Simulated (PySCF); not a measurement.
Excitations are Tamm–Dancoff values on a coarser integration grid. The basis has no diffuse functions, so Rydberg states are missing or too high.

# C₂HNO, SMILES `N#CC=O` (charge 0, multiplicity 1)

Computed with PBE-D3(BJ)/def2-TZVP (PySCF).

The HOMO is -7.46 eV, the dipole moment is 2.31 D and the HOMO–LUMO gap is 3.19 eV. The LUMO is -4.27 eV. The S1 excitation (TDA) comes out as 3.46 eV and the S1 oscillator strength is 0.000. The T1 excitation (TDA) is 2.80 eV and the S1–T1 gap (TDA) comes out as 0.65 eV. The total energy comes out as -206.5921 Ha. The cost is roughly 30 core-seconds.

```xyz
5

N      1.9994    -0.0847     0.3619
C      0.8551    -0.0204     0.1546
C     -0.5895     0.0228    -0.1067
O     -1.1982     1.0622    -0.2255
H     -1.0668    -0.9798    -0.1844
```
Charge 0, spin multiplicity 1.
